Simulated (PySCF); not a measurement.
[FeF3]-: Fe(II) (d6), charge -1. The structure is a model geometry with rigid ligands and bond lengths from ionic radii, not a minimum; coordination trigonal planar, point group D3h, metal–donor distances 1.90 Å.

```
4

Fe    0.0000    0.0000    0.0000
F     1.9000    0.0000    0.0000
F    -0.9500    1.6454    0.0000
F    -0.9500   -1.6454    0.0000
```

Method (PySCF 2.14, density fitting): CASSCF(6,5) with orbitals averaged over all microstates of the shell, strongly contracted NEVPT2 on the averaged canonical orbitals; basis x2c-TZVPall on the metal, x2c-SVPall elsewhere; spin-free X2C; gas phase; spin-orbit coupling by state interaction with the mean-field operator over all roots.

Problem. What is the ground state?

Solution. 5A1' (S = 2, orbital degeneracy 1), orbital occupations from the lowest 2.0 1.0 1.0 1.0 1.0, by NEVPT2.

Problem. Where do the spin-allowed transitions within the shell lie?

Solution. By NEVPT2: 5E'' at 3444 cm⁻¹; 5E' at 12745 cm⁻¹ (785 nm). The strongest, at 12745 cm⁻¹, has f = 3.9e-05.

Problem. Which is the lowest state of another spin?

Solution. 3A2'' at 21100 cm⁻¹ by NEVPT2; CASSCF alone puts it at 22661 cm⁻¹ above the same ground state.

Problem. Give the fitted ligand-field and repulsion parameters.

Solution. At CASSCF level (the NEVPT2 levels don't fit a ligand-field model well): orbital energies 0, 1669, 1669, 9864, 9864 cm⁻¹; B = 1114 cm⁻¹; C = 4192 cm⁻¹; B over its free-ion value at the same level 0.943; rms of the fit 163 cm⁻¹; ζ = 397 cm⁻¹ (free ion 412).

Problem. What are the magnetic parameters?

Solution. The ground multiplet follows a spin Hamiltonian with S = 2, g = 1.999, 2.157, 2.157, D = 9.57 cm⁻¹, E/|D| = 0.00 (spin-orbit part alone); the lowest levels hold 99 % of the spin-free ground state. μeff is 5.23 μB at 300 K and 4.79 μB at 10 K; the spin-only value is 4.90 μB.

The geometry is a model, and the complex may not exist in this form. NEVPT2 lifts 5E'' from 2354 to 3444 cm⁻¹; on the d shell alone such lifts tend to overshoot. Gaps between spin states lean to high spin in this active space.

The job took 7.8 s on one thread of Arm Neoverse V1 (shared host), with 90 basis functions, launched as `OMP_NUM_THREADS=1 python lf_run.py task.json out`.
